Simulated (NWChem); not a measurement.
System: C$_{2}$H$_{3}$FO$_{2}$Si; SMILES [SiH2]1OC(O1)=CF

Input file for NWChem:

```
start job
memory heap 200 mb stack 700 mb global 900 mb
geometry units angstroms
  F      2.454866    -0.086908    -0.748835
  C      1.616617     0.347495     0.213672
  C      0.317482     0.134414     0.157520
  O     -0.429063    -0.507824    -0.782500
  Si    -1.797852    -0.175212     0.131280
  O     -0.599158     0.536311     1.082326
  H      2.099752     0.874815     1.017068
  H     -2.651642     0.811938    -0.493619
  H     -2.348998    -1.361153     0.750721
end
basis spherical
  * library def2-svp
end
dft
  xc pbe0
  iterations 150
end
driver
  maxiter 120
end
task dft optimize
task dft freq
```

The level has its own optimisation; frequencies are unscaled.

Q: Give the results of this calculation. (PBE0/def2-SVP.) Quantities: r C–F (Å); r C–C (Å); r C–H (Å); r C–Si (Å); highest harmonic frequency (cm⁻¹); lowest (cm⁻¹); zero-point energy (kcal/mol); dipole (D).

A: 
```json
{
 "r C–F (Å)": "1.334",
 "r C–C (Å)": "1.332",
 "r C–H (Å)": "1.090",
 "r C–Si (Å)": "2.144",
 "highest harmonic frequency (cm⁻¹)": "3266",
 "lowest (cm⁻¹)": "125",
 "zero-point energy (kcal/mol)": "31.9",
 "dipole (D)": "3.30"
}
```
